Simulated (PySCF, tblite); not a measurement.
Isomers of C6H8N2O2. Computed with GFN2-xTB (tblite): harmonic, unscaled wavenumbers at the GFN2-xTB geometry, gas phase. Against measured fundamentals such values can be off by several per cent, at times by over 20. One conformer each.

Electronic energies: PBE0/pcSseg-1 single points on the GFN2-xTB geometries (PySCF, gas phase).

| SMILES | electronic energy, lowest = 0 (kcal/mol) |
| --- | --- |
| Cn1cc(C(=O)[O-])c[n+]1C | 17.8 |
| O=CN[C@H]1C=C[C@H]1NC=O | 0.0 |
| COc1nnc(C2CC2)o1 | 18.1 |

Problem. How do GFN2-xTB zero-point energies change the relative energies?

Solution. 
```json
{"SMILES": "O=CN[C@H]1C=C[C@H]1NC=O", "ZPE (kcal/mol)": "85.3", "of it from modes above 1550 cm⁻¹": "42.6", "electronic (kcal/mol)": "0.0", "with ZPE, lowest = 0 (kcal/mol)": "0.0", "lowest mode (cm⁻¹)": "47", "rings": "1"}
{"SMILES": "Cn1cc(C(=O)[O-])c[n+]1C", "ZPE (kcal/mol)": "85.3", "of it from modes above 1550 cm⁻¹": "37.7", "electronic (kcal/mol)": "17.8", "with ZPE, lowest = 0 (kcal/mol)": "17.8", "lowest mode (cm⁻¹)": "25", "rings": "1"}
{"SMILES": "COc1nnc(C2CC2)o1", "ZPE (kcal/mol)": "86.8", "of it from modes above 1550 cm⁻¹": "39.6", "electronic (kcal/mol)": "18.1", "with ZPE, lowest = 0 (kcal/mol)": "19.6", "lowest mode (cm⁻¹)": "58", "rings": "2"}
```

The zero-point energies span 1.5 kcal/mol, from `O=CN[C@H]1C=C[C@H]1NC=O` to `COc1nnc(C2CC2)o1`. The order is unchanged.

Problem. And how do the electronic energies of GFN2-xTB itself compare?

Solution. `O=CN[C@H]1C=C[C@H]1NC=O` 21.6; `Cn1cc(C(=O)[O-])c[n+]1C` 18.9; `COc1nnc(C2CC2)o1` 0.0 kcal/mol, lowest = 0. Against the energies above, taken from the same isomer `O=CN[C@H]1C=C[C@H]1NC=O`, the largest difference is 39.7 kcal/mol.
